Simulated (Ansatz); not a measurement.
disiloxane (H$_{6}$OSi$_{2}$), singlet, geometry from GFN2-xTB; REVPBE/def2-SVP (Ansatz, a program for electronic structure).

Here is a job for Ansatz.
Ansatz 0.2 input:
```yaml
crystal:
  periodic: [false, false, false]
  atoms:
    - {symbol: Si, position_ang: [1.58554558, -0.29465325, 0.09305373]}
    - {symbol: O, position_ang: [-0.00374610, -0.02898376, -0.03187953]}
    - {symbol: Si, position_ang: [-1.58414102, 0.30551525, -0.08108531]}
    - {symbol: H, position_ang: [1.99636140, -0.92391127, -1.16028168]}
    - {symbol: H, position_ang: [2.22242187, 1.00620543, 0.29041493]}
    - {symbol: H, position_ang: [1.77723671, -1.17669751, 1.24269936]}
    - {symbol: H, position_ang: [-2.21375802, -0.47470673, 0.98249776]}
    - {symbol: H, position_ang: [-2.04757203, -0.09473461, -1.40797725]}
    - {symbol: H, position_ang: [-1.72438507, 1.74364671, 0.14012516]}
basis:
  gaussian:
    orbitals: def2-SVP
hamiltonian:
  xc: revpbe
```

Task: Write the output that Ansatz gives for this input, abridged.

Result: 
```
Functional definition: revPBE
883 factors; their error is unknown
mean field evaluation 1: about -17885.2857 eV, gradient 5.4e1 eV
mean field evaluation 2: about -17861.0502 eV, gradient 1.2e2 eV
mean field evaluation 4: about -17890.5640 eV, gradient 1.9e0 eV
mean field evaluation 8: about -17890.5099 eV, gradient 1.5e-2 eV
mean field -17890.50985415 eV, -657.4641105168 hartree, gradient 7.2e-5 eV, S^2 0.000000; 0 other end points of the search recorded, 0 dependent functions left out
reference -17890.50990158 eV, -657.4641122598 hartree; 21, 21 occupied and 59, 59 virtual orbitals, 883 factors
Total energy: -17890.50990158 eV, -657.4641122598 hartree
```
